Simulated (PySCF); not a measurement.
SMILES I[Te]I (PBE0/def2-SVP optimised geometry):

```
3

Te    -1.070    -1.323     0.000
I      1.636    -1.323     0.000
I     -1.636     1.323     0.000
```

Computed with PBE0/def2-TZVP, def2 effective core potentials past Kr in PySCF.

Problem. What are the frontier orbital energies and the dipole moment?

Solution. HOMO-2 -8.04 eV, HOMO-1 -7.86 eV, HOMO -6.39 eV, LUMO -3.27 eV, LUMO+1 -2.86 eV; dipole moment 0.82 D.

On the same geometry PySCF with PBE/def2-TZVP, def2 effective core potentials past Kr gives HOMO-2 -6.85 eV, HOMO-1 -6.77 eV, HOMO -5.33 eV, LUMO -3.95 eV, LUMO+1 -3.56 eV; dipole moment 0.73 D.
